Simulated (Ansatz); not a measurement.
Consider the ligand exchange at the Al–C bond: `[CH3][GeH2][CH2][AlH2]` + `N=C=O` → `O=C=[N][AlH2]` + `[CH3][GeH2][CH3]`.

Isolated molecules relaxed with PBE0-D4/def2-TZVP in Ansatz; ΔE leaves out vibrations. CCSD(T)/CBS adds triple-zeta CCSD(T) − MP2 to the extrapolated MP2 energy (def2 sets, frozen cores). This one scheme is used for every species. Functionals use def2-TZVPP. B3LYP here is the variant with VWN-RPA as its local correlation; programs differ in this. For Ge outer-core shells are correlated without core-valence functions, which leaves a few kJ/mol of doubt a bond. Scalar relativity is left out up to krypton. Each species was taken in one conformer, which may not be the lowest.

CCSD(T)/CBS gives -1.46 eV.

**Question.** Another level gave -1.58 eV. Which?
A. CCSD(T)/def2-TZVPP
B. B3LYP-D4/def2-TZVPP
C. B2PLYP/def2-TZVPP
D. PBE0/def2-TZVPP

**Answer.** C. B2PLYP -1.58, PBE0 -1.41, CCSD(T)/def2-TZVPP -1.48, B3LYP-D4 -1.54 eV.

Largest T1 diagnostic among the species: 0.018.

From PBE to PBE0 (25 % exact exchange), in def2-TZVPP and without D4, ΔE moves by −0.08 eV. The D4 term adds +0.06 eV with B3LYP and +0.04 eV with PBE0; it sums over pairs of atoms, weighted by their polarisabilities, and B3LYP, whose exchange is more repulsive, gets the larger term.
